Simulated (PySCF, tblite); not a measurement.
Isomers of C5H10OS2Si. Calculated harmonic vibrations of the isolated species, GFN2-xTB (tblite), most abundant isotopes, no scaling. The method is semi-empirical: single wavenumbers can be off by several per cent or more. Modes of hydrogen on silicon can be 10 to 20 % off. One conformer each.

Electronic energies: PBE0/pcSseg-1 single points on the GFN2-xTB geometries (PySCF, gas phase).

| SMILES | electronic energy, lowest = 0 (kJ/mol) |
| --- | --- |
| CS/C=C/[Si@@H]1OCCS1 | 0.0 |
| CSCC#C[Si@@H](O)SC | 83.2 |
| C=C([SiH2]OC(C)=S)SC | 106.5 |

**Question.** How do GFN2-xTB zero-point energies change the relative energies?

**Answer.** 
```csv
SMILES,ZPE (kJ/mol),of it from modes above 1550 cm⁻¹,electronic (kJ/mol),"with ZPE, lowest = 0 (kJ/mol)",lowest mode (cm⁻¹),rings
CS/C=C/[Si@@H]1OCCS1,366.8,185.7,0.0,0.0,18,1
CSCC#C[Si@@H](O)SC,355.2,194.3,83.2,71.7,24,0
C=C([SiH2]OC(C)=S)SC,352.6,183.7,106.5,92.4,20,0
```

The zero-point energies span 14.2 kJ/mol, from `C=C([SiH2]OC(C)=S)SC` to `CS/C=C/[Si@@H]1OCCS1`. The order is unchanged.

**Question.** And how do the electronic energies of GFN2-xTB itself compare?

**Answer.** `CS/C=C/[Si@@H]1OCCS1` 0.0; `CSCC#C[Si@@H](O)SC` 100.2; `C=C([SiH2]OC(C)=S)SC` 77.4 kJ/mol, lowest = 0. Against the energies above, taken from the same isomer `CS/C=C/[Si@@H]1OCCS1`, the largest difference is 29.1 kJ/mol.
